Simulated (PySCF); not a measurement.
Cl3Ga, SMILES [Cl][Ga]([Cl])[Cl] (connectivity only; charge and spin as stated), charge -1, multiplicity 2.

The structure is a stationary point at PBE0-D3(BJ)/def2-SVPD. The spin state was assumed, not searched. The isomer is the one that the SMILES or the coordinates give; other isomers of the formula were not compared.

Computed with PBE/def2-TZVPD (PySCF).

Gas-phase values at a fixed geometry.

Computed frontier levels, dipole moment and polarisability:
```json
{
 "α spin, highest occupied and lowest empty level": "-0.45 and 3.00 eV",
 "β spin, highest occupied and lowest empty level": "-2.74 and 0.55 eV",
 "dipole_moment_about_the_centre_of_nuclear_charge": "1.29 D",
 "mean_static_polarisability": "104.6 bohr³ (15.51 Å³)",
 "polarisability_principal_values": "90.3, 111.8, 111.8 bohr³",
 "⟨S²⟩": "0.752 (pure state 0.75)"
}
```
